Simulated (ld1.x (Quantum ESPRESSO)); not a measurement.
## Configuration tests for Cu (TM)

```
Element                 : copper (Cu)
Generator               : ld1.x (Quantum ESPRESSO) 7.5
Type                    : norm-conserving Troullier–Martins (Kleinman–Bylander form)
Functional              : PBE
Relativity              : scalar-relativistic
Frozen core             : [Ar]
Valence charge          : 11
Reference configuration : 3d10 4s0 4p0 (charge +1)
Partial waves           : 4s (bound, empty): rc 2.10 bohr; 4p (bound, empty): rc 1.90 bohr; 3d (bound): rc 0.75 bohr; 4f channel at 0.1 Ry: rc 2.05 bohr
Local potential         : all-electron potential smoothed inside 1.05 bohr (lloc = -1)
Core correction         : Bessel-smoothed model core, default radius (core density twice the valence density)
```

Energies are relative to the spin-unpolarised reference configuration 3d10 4s0 4p0; without spin polarisation the order of configurations can differ from experiment.

Question: Give the all-electron excitation energy and the error of the potential for: 3d10 4s1 4p0; 3d9 4s0 4p0; 3d8 4s0 4p0; 3d9 4s2 4p0; 3d10 4s0 4p1; 3d9 4s1 4p0; 3d10 4s0.5 4p0.

Answer:

```
valence configuration  charge  ΔE all-electron (eV)  error AE − PS (meV)
         3d10 4s1 4p0       0                -8.148                  -16
          3d9 4s0 4p0      +2                21.332                  -82
          3d8 4s0 4p0      +3                60.352                 -578
          3d9 4s2 4p0       0                -6.178                 -211
         3d10 4s0 4p1       0                -4.011                 -2.1
          3d9 4s1 4p0      +1                 3.430                 -141
       3d10 4s0.5 4p0    +0.5                -4.986                 -4.6
```

These tests converged, but a pseudo level misses the all-electron one widely, so the file describes the atom poorly there or has found another state: 3d8 4s0 4p0: empty 4p by 5.3 eV (a node warning on the way).

Note: ghost state, extra bound levels that the all-electron valence spectrum of the same l lacks: s at -104.5 eV. A true bound ghost makes a file unfit for plane-wave use.
